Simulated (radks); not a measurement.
Problem. Radial electron density D(r) = 4 pi r^2 rho(r) of an atom or ion with 24 electrons. Calculated with a radial shooting solver on a logarithmic mesh with Libxc functionals: non-relativistic Kohn-Sham, LDA (Slater exchange, Perdew-Wang correlation), spin-polarised, spherical densities, point nucleus.

r (bohr)  D(r) (e/bohr)  spin D(r)
0.005581          2.777  -0.000269
0.006549          3.651  -0.000354
0.007747          4.824  -0.000468
0.009092          6.229  -0.000604
0.01076           8.050  -0.000780
0.01262           10.14  -0.000983
0.01493           12.71   -0.00123
0.01752           15.47   -0.00150
0.02073           18.59   -0.00181
0.02432           21.60   -0.00212
0.02877           24.53   -0.00244
0.03376           26.77   -0.00273
0.03994           28.21   -0.00302
0.04687           28.48   -0.00330
0.05544           27.54   -0.00362
0.06506           25.76   -0.00391
0.07697           23.61   -0.00396
0.09032           22.14   -0.00297
0.1068            22.05    0.00133
0.1254            23.69     0.0128
0.1483            26.78     0.0408
0.1741            29.77     0.0955
0.2059            31.20      0.202
0.2416            29.68      0.372
0.2858            25.02      0.648
0.3354            19.03       1.02
0.3968            13.49       1.52
0.4656            10.74       2.08
0.5508            10.78       2.67
0.6464            12.29       3.14
0.7646            13.38       3.42
0.8973            12.74       3.41
1.061             10.41       3.14
1.246             7.508       2.70
1.473             4.730       2.15
1.729             2.803       1.61
2.045             1.537       1.11
2.4              0.8456      0.716
2.839            0.4387      0.410
3.332            0.2247      0.220
3.942            0.1083      0.108
4.626           0.05926     0.0592
5.472           0.04064     0.0406
6.421           0.03280     0.0328
7.596           0.02257     0.0226
8.914          0.009833    0.00983
10.54         0.0005858   0.000586
12.37          0.003827    0.00383
14.64           0.02639     0.0264
17.18           0.06052     0.0605
20.32           0.07854     0.0785
23.85           0.05720     0.0572
28.21           0.02163     0.0216
33.1           0.004558    0.00456
39.16         0.0004658   0.000466

What is the nuclear charge?

Solution. Z = 24. The innermost maximum, from 1s, lies near 1/Z = 0.0417 bohr (found: 0.0450), and its height grows with Z. The density is that of neutral chromium in [Ar] 3d5 5d1; the configuration itself is not fixed sharply by these data, and Z only to about a unit. D(r) has 4 maxima, at r = 0.0450, 0.206, 0.783, 20.2 bohr, and minima at 0.0994, 0.504 bohr, inside which lie 2.13, 10.61 electrons.
